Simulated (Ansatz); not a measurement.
```xyz
3

H     0.1165    1.3095    0.3152
Be    0.0098    0.0169    0.0002
H    -0.0968   -1.2758   -0.3149
```

Basis set: def2-TZVP (spherical functions). All electrons are correlated. Charge 0, multiplicity 3.

Computed with Ansatz (development build ahead of 0.2.0); each method stands on the lowest determinant of its kind that the runs found.

Give the atomization energy at this shape (free ground-state atoms in the same class of orbitals less the molecule, no zero-point energy) of triplet BeH₂ by UHF-MP2, UHF.

| method | atomization energy |
| --- | --- |
| UHF-MP2 | -0.17 eV |
| UHF | -0.49 eV |

Caution: another spin multiplicity may lie lower; the determinant breaks the point group. Caution for UHF: a free atom is spin contaminated.
